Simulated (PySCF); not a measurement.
C6H18GaNSi.
Cartesian coordinates in Å at the PBE0-D3(BJ)/def2-SVP level; atoms count from 1:
```
atom  x, y, z in Å
C1    -1.6737    0.1784    1.2334
N2    -1.1237   -0.1692   -0.0781
C3    -1.6849   -1.4388   -0.5360
Ga4   -1.6206    1.4171   -1.4823
C5     0.2685    2.0615   -1.3039
C6     0.8813    1.2735   -0.1482
C7     0.3731   -0.1690   -0.1147
C8     1.0182   -1.0192    0.9778
Si9    2.8756   -1.3092    0.7631
H10   -1.4718   -0.6071    1.9820
H11   -2.7594    0.3137    1.1423
H12   -1.2497    1.1273    1.5851
H13   -1.4338   -2.2693    0.1481
H14   -2.7792   -1.3562   -0.5917
H15   -1.3099   -1.6693   -1.5417
H16   -2.0068    0.5818   -2.7749
H17   -2.7894    2.1651   -0.7153
H18    0.3414    3.1445   -1.1238
H19    0.8186    1.8543   -2.2366
H20    0.6528    1.7536    0.8203
H21    1.9849    1.2442   -0.1978
H22    0.6143   -0.6184   -1.0945
H23    0.5564   -2.0206    1.0182
H24    0.8676   -0.5642    1.9717
H25    3.6775   -0.1008    1.1201
H26    3.2991   -2.4341    1.6523
H27    3.1710   -1.6774   -0.6567
```

Level of theory: PBE0-D3(BJ)/def2-SVP geometry optimisation, gas phase in PySCF 2.14.0.

(1) Which atoms are bound to Ga4, and at what distances?

(2) List the angles at Ga4.

(3) Describe the arrangement about Ga4 in numbers.

(4) What are the other bond lengths?

(5) Give some angles away from the centre.

(6) What are the rotational constants (commonest isotopes, rigid rotor)?

Answers

(1) 4 atoms: H17 1.586 Å, H16 1.587 Å, C5 2.004 Å, N2 2.176 Å. The nearest atom not counted as bound is H19, at 2.59 Å.

(2) 
| angle | degrees | distance of the outer atoms (Å) |
| --- | --- | --- |
| C5–Ga4–H17 | 120.0 | 3.12 |
| C5–Ga4–H16 | 118.1 | 3.09 |
| H16–Ga4–H17 | 117.6 | 2.71 |
| N2–Ga4–H17 | 101.5 | 2.94 |
| N2–Ga4–H16 | 101.4 | 2.94 |
| N2–Ga4–C5 | 87.8 | 2.90 |

(3) Angles from 87.8° to 120.0°; τ4 = (360° − α − β)/141° = 0.86 with α and β the two widest (0 for a square, 1 for a tetrahedron).

(4) C1–N2 1.464 Å; N2–C3 1.462 Å; C5–C6 1.527 Å; C6–C7 1.530 Å; C7–C8 1.527 Å; C8–Si9 1.892 Å; N2–C7 1.497 Å. (A selection.)

(5) C1–N2–C3 110.0°, C1–N2–Ga4 108.6°, C1–N2–C7 113.4°, C3–N2–Ga4 110.1°, C3–N2–C7 112.1°, Ga4–N2–C7 102.3°, Ga4–C5–C6 106.2°, C5–C6–C7 111.7°, C6–C7–C8 113.6°, N2–C7–C6 109.4°.

(6) A = 1699, B = 558.0, C = 478.8 MHz: an asymmetric top.

Point group: C1 (no symmetry element, even within 0.4 Å). Charge 0, singlet. Not checked by PBE0-D3(BJ)/def2-SVP frequencies.

One conformer stands for the species.
